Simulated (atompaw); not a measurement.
# Building the PAW (atompaw) potential for Zn (PBEsol, scalar-relativistic).

atompaw 4.2.0.5 input, output lines left out:

```
Zn 30
GGA-PBESOL scalarrelativistic loggrid 1500 logderivrange -8 5 326
4 4 3 0 0 0
4 0 1.5
4 1 0
0 0 0
c
c
c
v
c
v
v
v
2
2.00 1.60 2.00 1.40
y
4.15
n
n
y
0.3
n
custom polynom2 7 10 vanderbiltortho sinc
bessel
2.00
2.00
0.70
1.35
1.65
1.65
```

All-electron outer shells of the reference configuration (PBEsol, scalar-relativistic, ld1.x):

| shell | level (eV) | outermost node (bohr) | outermost maximum (bohr) |
| --- | --- | --- | --- |
| 3s | -133.55 | 0.28 | 0.59 |
| 3p | -87.88 | 0.25 | 0.59 |
| 3d | -14.77 | – | 0.57 |
| 4s | -9.86 | 0.85 | 2.04 |
| 4p | -4.20 | 0.92 | 2.71 |

Calculated quality:

* Lowest eigenvalue of the overlap operator: 0.02 (s channel)
* Overlap eigenvalues printed by atompaw (projector basis): 0.00273, 0.043, 5.07, 16.6, 838, 5.76e+04
* Share of each valence orbital outside the PAW sphere: 4s 66 %, 3p 0 %, 4p 87 %, 3d 4 %

A Bessel basis up to 400 Ry misses an occupied level by 6.15 Ry, so cutoffs and ghosts were not judged.

Generation and tests took about 5.8 s on one core of a shared server CPU.
